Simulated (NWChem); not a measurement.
System: C₄H₆O; SMILES O=CC1CC1

Parts of the log:

```
             Northwest Computational Chemistry Package (NWChem) 7.3.0
             --------------------------------------------------------

                             Geometry "geometry" -> ""
                             -------------------------

 Output coordinates in angstroms (scale by  1.889725989 to convert to a.u.)

  No.       Tag          Charge          X              Y              Z
 ---- ---------------- ---------- -------------- -------------- --------------
    1 O                    8.0000    -0.58479100     1.66149500     0.00000000
    2 C                    6.0000     0.50027500     1.13547400     0.00000000
    3 C                    6.0000     0.70889400    -0.33166700     0.00000000
    4 C                    6.0000    -0.31175300    -1.17384200    -0.73972100
    5 C                    6.0000    -0.31175300    -1.17384200     0.73972100
    6 H                    1.0000     1.43473200     1.75303600     0.00000000
    7 H                    1.0000     1.74921700    -0.66751700     0.00000000
    8 H                    1.0000     0.06202500    -2.05100400    -1.27353200
    9 H                    1.0000    -1.10332700    -0.61256900    -1.24385100
   10 H                    1.0000     0.06202500    -2.05100400     1.27353200
   11 H                    1.0000    -1.10332700    -0.61256900     1.24385100

 Effective nuclear repulsion energy (a.u.)     166.8618815859

                              NWChem Property Module
                              ----------------------

  itol2e modified to match energy
  convergence criterion.

                                 NWChem DFT Module
                                 -----------------

 Summary of "ao basis" -> "ao basis" (spherical)
 ------------------------------------------------------------------------------
       Tag                 Description            Shells   Functions and Types
 ---------------- ------------------------------  ------  ---------------------
 O                           6-31g*                  6       14   3s2p1d
 C                           6-31g*                  6       14   3s2p1d
 H                           6-31g*                  2        2   2s

  itol2e modified to match energy
  convergence criterion.

            General Information
            -------------------
          SCF calculation type: DFT
          Wavefunction type:  closed shell.
          No. of atoms     :    11
          No. of electrons :    38
           Alpha electrons :    19
            Beta electrons :    19
          Charge           :     0
          Spin multiplicity:     1
          Use of symmetry is: off; symmetry adaption is: off
          Maximum number of iterations: 150
          AO basis - number of functions:    82
                     number of shells:    42
          Convergence on energy requested:  1.00D-07
          Convergence on density requested:  1.00D-05
          Convergence on gradient requested:  5.00D-04

              XC Information
              --------------
                         B3LYP Method XC Potential
                     Hartree-Fock (Exact) Exchange  0.200
                        Slater Exchange Functional  0.800 local
                    Becke 1988 Exchange Functional  0.720 non-local
              Lee-Yang-Parr Correlation Functional  0.810
                  VWN I RPA Correlation Functional  0.190 local

[...]

          -----------------------------------------
          Chemical Shielding Tensors (GIAO, in ppm)
          -----------------------------------------

                                NWChem CPHF Module
                                ------------------

  scftype          =     RHF
  nclosed          =       19
  nopen            =        0
  variables        =     1197
  # of vectors     =        3
  tolerance        = 0.10D-03
  level shift      = 0.00D+00
  max iterations   =       50
  max subspace     =       30

 SCF residual:    3.0799105941235976E-005

Iterative solution of linear equations
  No. of variables     1197
  No. of equations        3
  Maximum subspace       30
        Iterations       50
       Convergence  1.0D-04

   iter   nsub   residual    time
   ----  ------  --------  ---------
     1      3    8.73D-01      61.5
     2      6    1.03D-01      66.4
     3      9    4.18D-03      71.3
     4     12    2.22D-04      75.6
     5     15    1.16D-05      79.4

      Atom:    1  O
        Diamagnetic
    411.7853    -11.6527     -0.0000
    -11.6527    394.7497     -0.0000
     -0.0000     -0.0000    394.1853

        Paramagnetic
  -1099.9023    192.5145     -0.0000
    192.5145   -838.6477     -0.0000
     -0.0000     -0.0000      7.8110

        Total Shielding Tensor
   -688.1169    180.8618     -0.0000
    180.8618   -443.8981     -0.0000
     -0.0000     -0.0000    401.9963

           isotropic =    -243.3395
          anisotropy =    -811.3379

          Principal Components and Axis System
                 1           2           3
             -784.2315    401.9963   -347.7835

      1         0.8831     -0.0000      0.4693
      2        -0.4693     -0.0000      0.8831
      3         0.0000      1.0000      0.0000

      Atom:    2  C
        Diamagnetic
    254.6025     -3.8773      0.0000
     -3.8773    262.9151      0.0000
      0.0000      0.0000    236.0024

        Paramagnetic
   -317.6823    -29.2109     -0.0000
    -29.2109   -298.6451     -0.0000
     -0.0000     -0.0000   -127.7526

        Total Shielding Tensor
    -63.0797    -33.0882     -0.0000
    -33.0882    -35.7300     -0.0000
     -0.0000     -0.0000    108.2498

           isotropic =       3.1467
          anisotropy =     157.6547

          Principal Components and Axis System
                 1           2           3
              108.2498    -85.2075    -13.6022

      1        -0.0000      0.8312     -0.5559
      2        -0.0000      0.5559      0.8312
      3         1.0000      0.0000      0.0000

      Atom:    3  C
        Diamagnetic
    253.0215      5.2212      0.0000
      5.2212    256.0609      0.0000
      0.0000      0.0000    244.3547

        Paramagnetic
   -109.1178    -36.4439     -0.0000
    -36.4439    -55.4299     -0.0000
     -0.0000     -0.0000    -85.7002

        Total Shielding Tensor
    143.9037    -31.2227      0.0000
    -31.2227    200.6311      0.0000
      0.0000      0.0000    158.6545

           isotropic =     167.7298
          anisotropy =      70.0801

          Principal Components and Axis System
                 1           2           3
              214.4498    158.6545    130.0850

      1        -0.4047      0.0000      0.9144
      2         0.9144     -0.0000      0.4047
      3         0.0000      1.0000     -0.0000

      Atom:    4  C
        Diamagnetic
    247.2739      2.7948      3.0884
      2.7948    249.5418      3.8315
      3.0884      3.8315    255.4089

        Paramagnetic
    -66.9500    -13.0756     -7.0652
    -13.0756    -55.6312     -4.3138
     -7.0652     -4.3138   -104.8800

        Total Shielding Tensor
    180.3239    -10.2808     -3.9767
    -10.2808    193.9106     -0.4822
     -3.9767     -0.4822    150.5290

           isotropic =     174.9212
          anisotropy =      36.8438

          Principal Components and Axis System
                 1           2           3
              199.4837    175.3535    149.9263

      1        -0.4774      0.8667      0.1444
      2         0.8781      0.4763      0.0446
      3         0.0301     -0.1481      0.9885

      Atom:    5  H
        Diamagnetic
     34.5174      8.3038      0.0000
      8.3038     30.3437      0.0000
      0.0000      0.0000     19.9537

        Paramagnetic
    -14.7071     -5.9836     -0.0000
     -5.9836     -4.7848     -0.0000
     -0.0000     -0.0000      0.6541

        Total Shielding Tensor
     19.8103      2.3202     -0.0000
      2.3202     25.5590      0.0000
     -0.0000      0.0000     20.6078

           isotropic =      21.9924
          anisotropy =       6.5793

          Principal Components and Axis System
                 1           2           3
               26.3786     20.6078     18.9907

      1         0.3331     -0.0000      0.9429
      2         0.9429      0.0000     -0.3331
      3         0.0000      1.0000      0.0000

      Atom:    6  H
        Diamagnetic
     40.6161     -3.7932      0.0000
     -3.7932     26.4549      0.0000
      0.0000      0.0000     21.7841

        Paramagnetic
     -3.3029      2.6503     -0.0000
      2.6503      1.8398      0.0000
     -0.0000      0.0000      4.0715

        Total Shielding Tensor
     37.3132     -1.1429      0.0000
     -1.1429     28.2946      0.0000
      0.0000      0.0000     25.8556

           isotropic =      30.4878
          anisotropy =      10.4519

          Principal Components and Axis System
                 1           2           3
               37.4558     28.1521     25.8556

      1         0.9923      0.1238     -0.0000
      2        -0.1238      0.9923     -0.0000
      3         0.0000      0.0000      1.0000

      Atom:    7  H
        Diamagnetic
     24.5025     -2.9701     -1.8312
     -2.9701     34.5923      8.3261
     -1.8312      8.3261     29.7588

        Paramagnetic
      3.3749      0.3371      0.6628
      0.3371      0.1774     -2.2440
      0.6628     -2.2440      0.9350

[...]
```

Level: B3LYP/6-31G* (spherical d), GIAO. The geometry was optimised at PBE0/def2-SVP. The output numbers the shielded atoms by their place in the input's list. The printed shielding anisotropy is the first printed principal value minus the mean of the other two.

Question: Reconstruct the input file.

Answer: This is not unique; one that fits is the input that was run:
```
start job
memory heap 200 mb stack 900 mb global 1100 mb
geometry units angstroms noautosym nocenter noautoz
  O     -0.584791     1.661495     0.000000
  C      0.500275     1.135474     0.000000
  C      0.708894    -0.331667     0.000000
  C     -0.311753    -1.173842    -0.739721
  C     -0.311753    -1.173842     0.739721
  H      1.434732     1.753036     0.000000
  H      1.749217    -0.667517     0.000000
  H      0.062025    -2.051004    -1.273532
  H     -1.103327    -0.612569    -1.243851
  H      0.062025    -2.051004     1.273532
  H     -1.103327    -0.612569     1.243851
end
basis spherical
  * library 6-31g*
end
dft
  xc b3lyp
  iterations 150
end
property
  shielding 8 1 2 3 4 6 7 8 9
end
task dft property
```
